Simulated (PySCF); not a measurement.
PySCF input:

```python
from pyscf import gto, scf, dft

mol = gto.M(
    atom='''
    O    -1.07650537    0.50257795    0.25892000
    C    -0.19323130   -0.40550823   -0.11439835
    O     1.15931922   -0.02806309   -0.16211877
    H    -0.45136067   -0.82467520   -1.10735339
    H    -0.32380733   -1.26598751    0.59018815
    H     1.27204489    0.72759333    0.42914546
    ''',
    basis='def2-tzvpd',
    charge=0,
    spin=1,
    verbose=4,
)

mf = dft.UKS(mol, xc='m06l').density_fit(auxbasis='def2-universal-jkfit')
mf.grids.level = 4
mf.conv_tol = 1e-9
mf.max_cycle = 100
mf.max_memory = 1500
mf.kernel()
if not mf.converged:
    mf = mf.newton()
    mf.kernel(mf.make_rdm1())
for _ in range(2):
    mo, _, stable, _ = mf.stability(return_status=True)
    if stable:
        break
    mf.kernel(mf.make_rdm1(mo, mf.mo_occ))
mf.analyze()
```

Problem. Predict the final energy.

Solution. -190.33306 Eh (M06-L/def2-TZVPD).

It need not be the lowest isomer of its formula.
